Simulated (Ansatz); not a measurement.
Energy needed to pull apart AsH₂S (SMILES [S][AsH2]), doublet, into free ground-state atoms, from the structure below (displaced at random from a GFN2-xTB minimum); no zero-point or spin–orbit terms; open-shell atoms are treated unrestricted, in their ground-state multiplicity.

```
atom    x (Å)    y (Å)    z (Å)
  S1  -1.6272   0.0779   0.8780
 As2   0.1268  -0.7100  -0.1812
  H3   0.2333   0.4135  -1.2724
  H4   1.2542   0.1692   0.4871
```

Computed with Ansatz 0.2.0 (basis: def2-TZVPP); correlated methods freeze the cores; orbitals are unrestricted. Filled d shells of the heavier atoms are correlated. The def2 sets are not built for correlating such inner shells, so the correlated values are less sure here.

```tsv
method	atomization energy (kcal/mol)
SPW92	?
PBE-D4	209.3
r2SCAN-D4	205.3
PBE0-D4	201.3
LC-wPBE	192.6
wB97M-V	201.9
HF	119.6
MP2	185.6
CCSD	?
CCSD(T)	191.9
```

Problem. What does SPW92 give? (Judge from chemistry; the value comes from the calculation.)

Solution. By the calculation: 244.1 kcal/mol, which is about 52.3 kcal/mol more than CCSD(T)/def2-TZVPP.

Problem. What does CCSD give? (Judge from chemistry; the value comes from the calculation.)

Solution. By the calculation: 187.1 kcal/mol, which is about 4.8 kcal/mol less than CCSD(T)/def2-TZVPP.

In triple zeta the MP2 and coupled-cluster atomization energies are still short of their basis limit by a few kcal/mol a bond, whereas those of the functionals are nearly converged, so these differences are not deviations from converged CCSD(T).

T1 diagnostic: at most 0.019. ⟨S²⟩ of the unrestricted Hartree–Fock references: 0.77 (a pure state has 0.75).

For scale, one of the runs: CCSD(T)/def2-TZVPP forces, 118 basis functions (an equivalent command: `ansatz run in.yaml --threads 4`). The run took 2.1 min on 4 CPU threads (shared host), with 1.7 GiB of host memory at its peak.
